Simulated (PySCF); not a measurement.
Working out the ionisation energy of Mo⁺

Mo⁺ [Kr] 4d5 (6S) → Mo²⁺ [Kr] 4d4 (5D). All numbers are calculated (PySCF 2.14, a scalar-relativistic core potential, in def2-SVP with the def2 core potential (28 electrons)). Frozen: 4s2 4p6. Energies in hartree (1 hartree = 27.21139 eV):

| part | Mo⁺ (lower) | Mo²⁺ (upper) |
| --- | --- | --- |
| UHF | -67.313806 | -66.759938 |
| MP2 opposite-spin | 0.000000 | 0.000000 |
| MP2 same-spin | -0.038157 | -0.021200 |

Problem. What does Hartree-Fock give?

Solution. (-66.759938) − (-67.313806) = 0.553868 hartree = 15.072 eV.

Problem. What do MP2 and SCS-MP2 (6/5 opposite-spin, 1/3 same-spin) give?

Solution. The opposite-spin parts differ by 0.000 eV and the same-spin parts by 0.461 eV. MP2: 15.072 + (0.000) + (0.461) = 15.533 eV. SCS-MP2: 15.072 + 1.2 × (0.000) + (0.461)/3 = 15.226 eV.

Reference: 16.16 ± 0.12 eV (semi-empirical (NIST evaluation); NIST Atomic Spectra Database, ionization energies), between the lowest levels; spin-orbit coupling is absent from the calculation.

A double-zeta basis recovers only part of the correlation energy.

What remains against the reference includes basis incompleteness, the frozen core and correlation beyond second order.
